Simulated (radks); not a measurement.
Values are calculated unless marked as measured or tabulated.
The dysprosium ion Dy+ inside a hard spherical wall (all orbitals vanish at R), configuration held at [Xe] 4f10 6s1 and not refilled when levels cross. Code: a radial shooting solver on a logarithmic mesh with Libxc functionals. Model: scalar-relativistic Kohn-Sham, PBEsol, spin-unpolarised, spherical densities, point nucleus. Eigenvalues in eV, with the zero of energy where the potential of the charges vanishes at infinity; a dash marks a level that is unbound or too diffuse for the functional's potential to be trusted. A positive occupied level is held by the wall or, in an anion where self-interaction has pushed it up, behind a barrier. The pressure on the wall is -dE/dV.

R (bohr) = free: E (hartree) -12153.0119; kinetic (hartree) 13111.801; e(5s) -55.472; e(5p) -31.874; e(4f) -9.594; e(6s) -8.836; e(5d, empty) -6.879; e(6p, empty) -5.388; pressure (GPa) 0
R (bohr) = 20: E (hartree) -12153.0119; kinetic (hartree) 13111.801; e(5s) -55.472; e(5p) -31.874; e(4f) -9.594; e(6s) -8.836; e(5d, empty) -6.879; e(6p, empty) -5.388; pressure (GPa) < 0.0001
R (bohr) = 12: E (hartree) -12153.0118; kinetic (hartree) 13111.801; e(5s) -55.470; e(5p) -31.872; e(4f) -9.592; e(6s) -8.834; e(5d, empty) -6.877; e(6p, empty) -5.373; pressure (GPa) 0.000463
R (bohr) = 10: E (hartree) -12153.0116; kinetic (hartree) 13111.805; e(5s) -55.452; e(5p) -31.854; e(4f) -9.574; e(6s) -8.816; e(5d, empty) -6.859; e(6p, empty) -5.293; pressure (GPa) 0.00911
R (bohr) = 7: E (hartree) -12153.0002; kinetic (hartree) 13111.886; e(5s) -55.108; e(5p) -31.520; e(4f) -9.235; e(6s) -8.335; e(5d, empty) -6.497; e(6p, empty) -4.111; pressure (GPa) 0.636
R (bohr) = 6: E (hartree) -12152.9758; kinetic (hartree) 13112.016; e(5s) -54.681; e(5p) -31.112; e(4f) -8.803; e(6s) -7.476; e(5d, empty) -5.976; e(6p, empty) -2.453; pressure (GPa) 2.63
R (bohr) = 5: E (hartree) -12152.8996; kinetic (hartree) 13112.362; e(5s) -53.818; e(5p) -30.299; e(4f) -7.891; e(6s) -5.122; e(5d, empty) -4.756; e(6p, empty) 1.517; pressure (GPa) 12.2
R (bohr) = 3: E (hartree) -12151.1988; kinetic (hartree) 13119.756; e(5s) -44.850; e(5p) -21.032; e(4f) 2.890; e(6s) 29.288; e(5d, empty) 10.188; e(6p, empty) 47.043; pressure (GPa) 830
R (bohr) = 2.5: E (hartree) -12148.3379; kinetic (hartree) 13131.330; e(5s) -34.693; e(5p) -9.254; e(4f) 14.887; e(6s) 69.945; e(5d, empty) 27.408; e(6p, empty) 94.695; pressure (GPa) 3560
R (bohr) = 2: E (hartree) -12139.0234; kinetic (hartree) 13165.191; e(5s) -7.917; e(5p) 22.769; e(4f) 41.840; e(6s) 170.02; e(5d, empty) 70.765; e(6p, empty) 205.79; pressure (GPa) 19400
R (bohr) = 1.5: E (hartree) -12101.4971; kinetic (hartree) 13288.216; e(5s) 86.079; e(5p) 132.66; e(4f) 110.74; e(6s) 461.24; e(5d, empty) 204.71; e(6p, empty) 514.95; pressure (GPa) 156000
